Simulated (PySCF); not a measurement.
**Electron correlation in Si⁺ (silicon, charge +1)**

[Ne] 3s2 3p1, 2P determinant. All numbers are calculated (PySCF 2.14, scalar relativity by spin-free X2C-1e, in x2c-TZVPPall with one added diffuse shell each of s, p, d type (6s6p4d1f, 51 functions)). Frozen: [Ne]; 3 electrons correlated.

```json
{"level": "CCSD", "correlation energy (mhartree)": "-58.32"}
{"level": "(T)", "correlation energy (mhartree)": "-1.08"}
{"level": "CCSD(T)", "correlation energy (mhartree)": "-59.40"}
{"level": "CCSDT", "correlation energy (mhartree)": "-59.83"}
```

Diagnostics: T1 = 0.014, D1 = 0.0322, largest double amplitude 0.104.

**Question.** Is a single reference adequate?

**Answer.** Mostly. T1 lies below 0.03, but a double amplitude of this size points to a near-degeneracy that CCSD handles and MP2 describes poorly.
